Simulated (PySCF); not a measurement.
Computed IR spectrum (relative IR intensity) of a molecule CH12OSi4. Geometry optimised at PBE-D3(BJ)/def2-SVP. One conformer was computed; it need not be the lowest. Computed with PBE-D3(BJ)/def2-SVP run with PySCF. Frequencies are harmonic and unscaled.

Lines under 2 % of the strongest are left out, and lines within 2 cm⁻¹ are merged.

```json
[
 {"ν (cm⁻¹)": "170", "relative intensity": "4.1"},
 {"ν (cm⁻¹)": "186", "relative intensity": "20"},
 {"ν (cm⁻¹)": "198", "relative intensity": "11"},
 {"ν (cm⁻¹)": "282", "relative intensity": "14"},
 {"ν (cm⁻¹)": "481", "relative intensity": "12"},
 {"ν (cm⁻¹)": "497", "relative intensity": "6.3"},
 {"ν (cm⁻¹)": "541", "relative intensity": "3.8"},
 {"ν (cm⁻¹)": "619", "relative intensity": "29"},
 {"ν (cm⁻¹)": "646", "relative intensity": "51"},
 {"ν (cm⁻¹)": "663", "relative intensity": "11"},
 {"ν (cm⁻¹)": "732", "relative intensity": "24"},
 {"ν (cm⁻¹)": "747", "relative intensity": "45"},
 {"ν (cm⁻¹)": "792", "relative intensity": "20"},
 {"ν (cm⁻¹)": "803", "relative intensity": "61"},
 {"ν (cm⁻¹)": "837", "relative intensity": "100"},
 {"ν (cm⁻¹)": "871", "relative intensity": "17"},
 {"ν (cm⁻¹)": "888", "relative intensity": "37"},
 {"ν (cm⁻¹)": "901", "relative intensity": "43"},
 {"ν (cm⁻¹)": "904", "relative intensity": "11"},
 {"ν (cm⁻¹)": "909", "relative intensity": "28"},
 {"ν (cm⁻¹)": "912", "relative intensity": "19"},
 {"ν (cm⁻¹)": "917", "relative intensity": "11"},
 {"ν (cm⁻¹)": "975", "relative intensity": "2.9"},
 {"ν (cm⁻¹)": "1026", "relative intensity": "15"},
 {"ν (cm⁻¹)": "1324", "relative intensity": "5.0"},
 {"ν (cm⁻¹)": "2106", "relative intensity": "55"},
 {"ν (cm⁻¹)": "2141", "relative intensity": "32"},
 {"ν (cm⁻¹)": "2144", "relative intensity": "5.6"},
 {"ν (cm⁻¹)": "2157", "relative intensity": "98"},
 {"ν (cm⁻¹)": "2164", "relative intensity": "40"},
 {"ν (cm⁻¹)": "2166", "relative intensity": "38"},
 {"ν (cm⁻¹)": "2173", "relative intensity": "33"},
 {"ν (cm⁻¹)": "3745", "relative intensity": "24"}
]
```

Task: Which structure fits?
A) [SiH3]O[SiH2]C([SiH3])[SiH3]
B) C[SiH2][Si](O)([SiH3])[SiH3]
C) O[Si@H](C[SiH3])[SiH2][SiH3]
D) [SiH3]CO[SiH2][SiH2][SiH3]

Result: C, O[Si@H](C[SiH3])[SiH2][SiH3]
